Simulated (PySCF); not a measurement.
# ClGeN + HBr → BrGeN + HCl

Level: PBE0 in the def2-TZVP basis family, all electrons, no relativity, computed in PySCF with density fitting; open shells unrestricted.

| species | state and structure | ZPE (kJ/mol) | H(298 K) − H(0) (kJ/mol) | S° (J/(mol K)) |
| --- | --- | --- | --- | --- |
| ClGeN | singlet, C∞v, Ge–Cl 2.103 Å, Ge–N 1.637 Å; Cl–Ge–N 180.0° | 10.1 | 13.3 | 272.7 |
| HBr | singlet, C∞v, H–Br 1.421 Å | 16.0 | 8.7 | 198.5 |
| BrGeN | singlet, C∞v, Ge–Br 2.253 Å, Ge–N 1.637 Å; Br–Ge–N 180.0° | 9.3 | 13.7 | 283.9 |
| HCl | singlet, C∞v, H–Cl 1.279 Å | 17.9 | 8.7 | 186.6 |

Task: Is the gas-phase reaction uphill or downhill in electronic energy at this level, and by how much?

Result: At PBE0/def2-TZVP, ΔE = -18.4 kJ/mol, downhill. 

Task: Add zero-point, thermal and entropy terms for 298.15 K and 1 bar.

Result: ΔZPE = 1.1 and Δ[H(298) − H(0)] = 0.4 kJ/mol give ΔH° = -16.9 kJ/mol. ΔS° = -0.7 J/(mol K), so ΔG° = -16.9 − 298.15 × (-0.0007) = -17 kJ/mol and log₁₀K = 2.9.

The structures come from searches over a few start shapes, so lower isomers are not excluded.
